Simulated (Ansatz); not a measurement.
Consider the formal hydrolysis of a B–Zn bond: `C[B](C)[ZnH]` + H₂O → `CB(C)O` + `[ZnH2]`.

Calculated with Ansatz (gas phase, PBE0-D4/def2-TZVP geometries, no zero-point term in ΔE). CCSD(T)/CBS adds triple-zeta CCSD(T) − MP2 to the extrapolated MP2 energy (def2 sets, frozen cores). This one scheme is used for every species. Functionals use def2-TZVPP. B3LYP here is the variant with VWN-RPA as its local correlation; programs differ in this. For Zn outer-core shells are correlated without core-valence functions, which leaves a few kJ/mol of doubt a bond. Scalar relativity is left out up to krypton. Each species was taken in one conformer, which may not be the lowest.

`C[B](C)[ZnH]`:

```xyz
11

C     0.829    0.464   -1.152
B     0.092   -0.121    0.100
C    -0.978    0.760    0.831
Zn    0.403   -2.116    0.682
H     1.838    0.080   -1.322
H     0.243    0.112   -2.017
H     0.841    1.558   -1.207
H    -1.947    0.452    0.403
H    -0.884    1.837    0.656
H    -1.077    0.574    1.903
H     0.642   -3.601    1.122
```

H₂O:

```xyz
3

O     0.251   -0.125   -0.270
H     0.145    0.770    0.058
H    -0.396   -0.645    0.212
```

`CB(C)O`:

Z-matrix (Å, degrees):
```
C
B 1 1.569
H 1 1.091 2 112.9
H 1 1.097 2 109.3 3 119.9
H 1 1.094 2 111.9 3 -123.4
C 2 1.576 1 122.0 3 167.9
O 2 1.364 1 116.9 3 -11.9
H 6 1.094 2 111.5 1 45.5
H 6 1.094 2 114.6 1 168.7
H 6 1.097 2 109.2 1 -70.9
H 7 0.961 2 112.9 1 -178.5
```

`[ZnH2]`:

```xyz
3

Zn    0.000    0.000    0.000
H    -0.273   -0.943   -1.193
H     0.273    0.943    1.193
```

```csv
level,ΔE (eV)
revPBE-D4,-1.72
BLYP-D4,-1.80
B3LYP-D4,-1.85
ωB97X-V,-1.87
r2SCAN,-1.87
PBE0,-1.80
CCSD(T)/def2-SVP,-2.03
HF/def2-QZVPP,-2.05
```

Question: What does CCSD(T)/CBS give? (Best estimate.)

Answer: Computed: -1.76 eV. The listed levels differ from it by 0.04, -0.04, -0.09, -0.11, -0.11, -0.04, -0.27, -0.29 eV.

Largest T1 diagnostic among the species: 0.016.

In def2-TZVPP, CCSD(T) changes the Hartree–Fock value by +0.21 eV (the triples alone add +0.02 eV) and MP2 by +0.21 eV. From BLYP to BHLYP (50 % exact exchange), in def2-TZVPP and without D4, ΔE moves by −0.13 eV. At CCSD(T), def2-SVP lies −0.27 eV from the extrapolated value and def2-TZVPP −0.08 eV.
